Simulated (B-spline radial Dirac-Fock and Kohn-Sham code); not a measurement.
## Anomalous scattering factors of C, 4.717 keV to 22.1629 keV

Method: the dispersion relation over Dirac-Hartree-Slater subshell photoionisation cross sections, with the Kissel-Pratt high-energy constant (isolated atom, no bound-bound lines or fine structure). Computed with an atomic code on a B-spline grid. The forward scattering factor is f₀ + f′ + i f″.

The run's input, task.json:

```json
{"items": [{
  "Z": 6,
  "q": 0,
  "cfg": [[1, 0, 2], [2, 0, 2], [2, 1, 2]],
  "A": 12,
  "rrms": 2.4702,
  "do": "dispersion",
  "hv": [550.4, 609.9, 979.1, 986.0, 1000.0, 1233.0, 1253.6, 1486.9, 2000.0, 2349.0, 2418.0, 2984.4, 4000.0, 4510.9, 4717.0, 4812.0, 5414.7, 6000.0, 6403.9, 6930.3, 8047.8, 8341.0, 9251.7, 9342.0, 12000.0, 13430.0, 15000.0, 17479.3, 22162.9, 24209.8, 26800.0, 28810.0, 29100.0, 30000.0, 36740.0, 40000.0, 40640.0, 52460.0, 55990.0, 57900.0, 61130.0, 62020.0, 71820.0, 77220.0],
  "edges": {"K": 284.2}
}]}
```

Run with: `python xray2_run.py task.json out`

No edge lies in or near this range.

```
hν (eV)   λ (Å)  f′ (e)  f″ (e)  tabulated f′  tabulated f″
   4717   2.628   0.047   0.030          0.05          0.03
   4812   2.577       ?       ?             ?             ?
 5414.7   2.290   0.038   0.022          0.04          0.02
   6000   2.066   0.032   0.018          0.03          0.02
 6403.9   1.936   0.028   0.016          0.03          0.01
 6930.3   1.789   0.025   0.013          0.03          0.01
 8047.8   1.541   0.019   0.010          0.02          0.01
   8341   1.486   0.017   0.009          0.02          0.01
 9251.7   1.340   0.014   0.007          0.01          0.01
   9342   1.327   0.014   0.007          0.01          0.01
  12000   1.033   0.008   0.004          0.01          0.00
  13430  0.9232   0.007   0.003          0.01          0.00
  15000  0.8266   0.005   0.002          0.01          0.00
17479.3  0.7093   0.003   0.002          0.00          0.00
22162.9  0.5594   0.001   0.001          0.00          0.00
```

Question: What are f′ and f″ at 4812 eV?

Answer: f′ = 0.046 and f″ = 0.029 electrons (tables: 0.05 and 0.03). By the optical theorem f″ corresponds to a photoabsorption cross section 2 rₑ λ f″ = 418 b.

Tabulated f′: xraylib 4.2 anomalous scattering factors (Cullen et al., EPDL97); f″: Chantler's tables (J. Phys. Chem. Ref. Data 1995 and 2000). Both are theoretical tables.
